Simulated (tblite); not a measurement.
Q: Give a GFN2-xTB geometry of `C1([P@+](N(C)C)(C)N)CC1`. (Charge +1.)

A: 
```xyz
25
C6H16N2P angstrom
C      1.401   -0.446   -1.695
N      1.286    0.046   -0.329
C      2.552    0.022    0.396
P     -0.095   -0.199    0.541
C     -0.220   -1.773    1.444
N     -0.015    0.955    1.709
C     -1.502   -0.050   -0.585
C     -1.662    1.259   -1.312
C     -2.599    0.913   -0.210
H      1.800   -1.463   -1.735
H      0.432   -0.422   -2.187
H      2.082    0.208   -2.240
H      3.001   -0.975    0.398
H      2.400    0.350    1.421
H      3.245    0.708   -0.092
H     -1.164   -1.830    1.982
H      0.605   -1.845    2.151
H     -0.166   -2.602    0.738
H     -0.639    0.872    2.500
H      0.114    1.912    1.404
H     -1.787   -0.967   -1.085
H     -2.022    1.234   -2.329
H     -0.922    2.028   -1.135
H     -2.524    1.457    0.720
H     -3.610    0.632   -0.461
```

Any rigid rotation of these coordinates is as good. Atoms count from 1 in this order. N6 (nitrogen bonded to P and 2 H) has angles 117.9°, 117.0° and 113.1°, sum 348.1°, 0.24 Å off the plane of its three neighbours. P4 (phosphorus bonded to 2 C and 2 N) is distorted tetrahedral (angles from 103.3° to 116.6°). N2 (nitrogen bonded to 2 C and P) has angles 120.7°, 117.5° and 113.0°, sum 351.3°, 0.26 Å off the plane of its three neighbours. Of the pairs four or more bonds apart, C7···H11 is among the closest relative to their van der Waals radii: 2.54 Å, 88 % of the sum of Bondi's values.

Bonds between heavy atoms (Å): C1–N2 1.457, N2–C3 1.459, N2–P4 1.650, P4–C5 1.819, P4–N6 1.644, P4–C7 1.809, C7–C8 1.506, C8–C9 1.488, C7–C9 1.507.

Structure optimised with GFN2-xTB, isolated species.

Point group: C1 (no symmetry element, even within 0.4 Å). Its GFN2-xTB frequencies are all real (lowest 41 cm⁻¹). Torsions: C1–N2–P4–C5 86°, N2–P4–N6–H -166° and 54°, N2–P4–C7–C8 -59°. 3 starts were optimised and ended at 0.00, 0.01 and 1.05 kcal/mol (GFN2-xTB); the lowest of these is shown.

Hardware: x86-64 server, one thread, on a shared host. These figures are those of the optimisation.

One conformer stands for the species.

All values are computed, not measured.
